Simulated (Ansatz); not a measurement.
Z-matrix (Å, degrees):
```
C
O 1 1.420
Te 1 2.186 2 96.4
H 1 1.088 2 111.0 3 117.4
H 1 1.088 2 111.0 3 -117.3
B 2 1.358 1 103.9 3 -0.0
H 6 1.189 2 124.6 1 180.0
```

The species carries charge 0 and has multiplicity 1. Te: def2 effective core potential.

(1) List the ωB97M-V/def2-TZVPP orbital energies in eV (Ansatz 0.2.0). (Best estimate.)

## Answers

(1) Ansatz gave: Occupied: -527.22, -283.86, -189.27, -174.70, -123.59, -123.44, -123.31, -46.56, -46.54, -46.41, -46.29, -46.28, -32.61, -22.52, -20.36, -16.71, -16.33, -15.57, -14.28, -12.19, -10.66, -10.07, -8.61. Lowest empty: 0.53, 1.35, 2.34, 2.69, 3.46, 3.74, 3.99, 4.59.
